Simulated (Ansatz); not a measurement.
System: GaBr₂, charge 1, singlet. GaBr2+ (SMILES [Br][Ga+][Br]).
B3LYP-D3(BJ)/def2-TZVP minimum from Ansatz (an electronic-structure program):
```
Ga
Br 1 2.1837
Br 1 2.1837 2 180.00
```
Charge +1, spin multiplicity 1.

Hartree-Fock and CCSD(T) correlation energies in hartree (Ansatz). Open shells are spin-unrestricted; no spin-orbit coupling. Cores are frozen in correlated methods (noble-gas shells, and filled d and f shells in the p block). No relativity. Spin-orbit terms, left out, reach several kcal/mol for Br and I, and more for heavier atoms. The spin of Br2Ga+ ([Br][Ga+][Br], singlet) was assumed, and the state is the lowest solution found for it.

```csv
basis,X,E(HF),"E(corr, CCSD(T))"
cc-pVTZ,3,-7068.04638,-0.40652
cc-pVQZ,4,-7068.05515,-0.44505
cc-pV5Z,5,-7068.05597,withheld
```

Task: Fit E(corr) = E∞ + A/X³ to X = 3 and 4, predict X = 5, and compare with the run.

Result: A = (-0.40652 - (-0.44505))/(1/27 - 1/64) = 1.7995; E∞ = -0.44505 - A/64 = -0.47317; at X = 5, E∞ + A/125 = -0.45877. The run gave -0.45868, 0.09 mEh above the prediction. The same form on X = 4 and 5 gives E∞ = -0.47298, 0.19 mEh above the first estimate.
